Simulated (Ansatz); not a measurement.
Cost and result for the atomization energy of CH₂FGaS (6 atoms, 4 bonds).

```xyz
6

F     0.234   -1.705   -0.964
Ga   -1.404   -2.039   -0.236
C     0.402    0.954    0.249
S    -1.035    0.736    0.926
H     0.958    1.878    0.400
H     0.845    0.176   -0.375
```

Total charge 0; spin multiplicity 1. Correlated methods include outer-core shells of Ga, which these sets cover unevenly. Scalar relativity is left out up to krypton. The bonds changed during the relaxation, so this is another structure than the one it started from. Geometry: relaxed with PBE0-D4/def2-TZVP. Program: Ansatz. All runs use 2 threads of an Arm Neoverse V1 on a shared host. Times are those of one run each, without the atoms' runs, and a repeat can differ threefold. Electronic energies, without spin–orbit coupling; frozen cores. CCSD(T)/CBS adds CCSD(T) − MP2 in def2-TZVPP to the MP2 limit, and its time is that of the two runs behind it. T1 = 0.017; the RHF reference is unstable towards UHF. With those shells the extrapolation isn't a true limit. B3LYP takes the VWN-RPA correlation (the form of Gaussian; ORCA's B3LYP/G). HSE06 is the plane-wave form, built on full-range PBE exchange.

CCSD(T)/CBS is a level of theory with its own doubt, some kJ/mol a heavy atom from the limit and from the frozen cores, so smaller differences don't rank the functionals.

| level | functions | wall time |
| --- | --- | --- |
| revPBE-D4/def2-TZVPP | 180 | 2.2 s |
| PBE-D4/def2-TZVPP (with forces) | 180 | 2.6 s |
| PBE0-D4/def2-TZVPP | 180 | 3.5 s |
| BHLYP-D4/def2-TZVPP | 180 | 3.7 s |
| HSE06-D4/def2-TZVPP | 180 | 3.8 s |
| CAM-B3LYP-D4/def2-TZVPP | 180 | 4.1 s |
| CCSD(T)/def2-SVP | 88 | 4.3 s |
| B3LYP-D4/def2-TZVPP (with forces) | 180 | 4.4 s |
| r2SCANh-D4/def2-TZVPP | 180 | 6.5 s |
| B2PLYP/def2-TZVPP | 180 | 6.5 s |
| MP2/def2-QZVPP | 333 | 28 s |
| CCSD(T)/def2-TZVPP | 180 | 75 s |
| CCSD(T)/CBS(def2) | – | 100 s |

**Question.** What atomization energy does each give, and how far from CCSD(T)/CBS? (An estimate is asked.)

**Answer.** Ansatz gave: 
```json
{"level": "revPBE-D4/def2-TZVPP", "atomization (kJ/mol)": "1989.4", "difference from CCSD(T)/CBS": "-1.9", "per bond": "-0.5"}
{"level": "PBE-D4/def2-TZVPP (with forces)", "atomization (kJ/mol)": "2048.4", "difference from CCSD(T)/CBS": "57.1", "per bond": "14.3"}
{"level": "PBE0-D4/def2-TZVPP", "atomization (kJ/mol)": "1974.9", "difference from CCSD(T)/CBS": "-16.4", "per bond": "-4.1"}
{"level": "BHLYP-D4/def2-TZVPP", "atomization (kJ/mol)": "1888.4", "difference from CCSD(T)/CBS": "-102.9", "per bond": "-25.7"}
{"level": "HSE06-D4/def2-TZVPP", "atomization (kJ/mol)": "1976.3", "difference from CCSD(T)/CBS": "-15.0", "per bond": "-3.8"}
{"level": "CAM-B3LYP-D4/def2-TZVPP", "atomization (kJ/mol)": "1979.5", "difference from CCSD(T)/CBS": "-11.8", "per bond": "-2.9"}
{"level": "CCSD(T)/def2-SVP", "atomization (kJ/mol)": "1863.0", "difference from CCSD(T)/CBS": "-128.3", "per bond": "-32.1"}
{"level": "B3LYP-D4/def2-TZVPP (with forces)", "atomization (kJ/mol)": "1981.3", "difference from CCSD(T)/CBS": "-10.0", "per bond": "-2.5"}
{"level": "r2SCANh-D4/def2-TZVPP", "atomization (kJ/mol)": "1963.8", "difference from CCSD(T)/CBS": "-27.5", "per bond": "-6.9"}
{"level": "B2PLYP/def2-TZVPP", "atomization (kJ/mol)": "1960.3", "difference from CCSD(T)/CBS": "-31.0", "per bond": "-7.8"}
{"level": "MP2/def2-QZVPP", "atomization (kJ/mol)": "2018.1", "difference from CCSD(T)/CBS": "26.8", "per bond": "6.7"}
{"level": "CCSD(T)/def2-TZVPP", "atomization (kJ/mol)": "1927.4", "difference from CCSD(T)/CBS": "-63.9", "per bond": "-16.0"}
{"level": "CCSD(T)/CBS(def2)", "atomization (kJ/mol)": "1991.3", "difference from CCSD(T)/CBS": "0.0", "per bond": "0.0"}
```

In def2-TZVPP, CCSD(T) changes the Hartree–Fock value by +567.4 kJ/mol (the triples alone add +48.0 kJ/mol) and MP2 by +620.4 kJ/mol; breaking electron pairs costs correlation energy, which Hartree–Fock lacks. From r2SCAN to r2SCAN0 (25 % exact exchange), in def2-TZVPP and without D4, the atomization energy moves by −61.0 kJ/mol: exact exchange takes away binding that semilocal exchange gives to molecules. The D4 term adds +24.1 kJ/mol with B3LYP and +12.4 kJ/mol with PBE0; it sums over pairs of atoms, weighted by their polarisabilities, and B3LYP, whose exchange is more repulsive, gets the larger term.
